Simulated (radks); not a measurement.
The numbers below are computed, except where a source is named.
Br21+, 14 electrons, occupied as [Ne] 3s2 3p2 (the NIST ground configuration). Code: a radial shooting solver on a logarithmic mesh with Libxc functionals. Model: Dirac Kohn-Sham, relativistic LDA (MacDonald-Vosko exchange, VWN5 correlation), spin-unpolarised, spherical densities, finite nucleus; open shells fill j = l - 1/2 first; Fermi nuclear charge, rms radius 4.1629 fm.

Spin-orbit splittings of the eigenvalues, e(l+1/2) - e(l-1/2), with zeta = 2 splitting/(2l+1) and mean radii in bohr:

shell  occ.  splitting (eV)  zeta (eV)  <r> j=l-1/2  <r> j=l+1/2
2p        6           48.29      32.19       0.1608       0.1645
3p        2               ?          ?       0.4563       0.4621

Estimate the 3p splitting.

Answer. 10.82 eV (zeta = 7.212 eV).
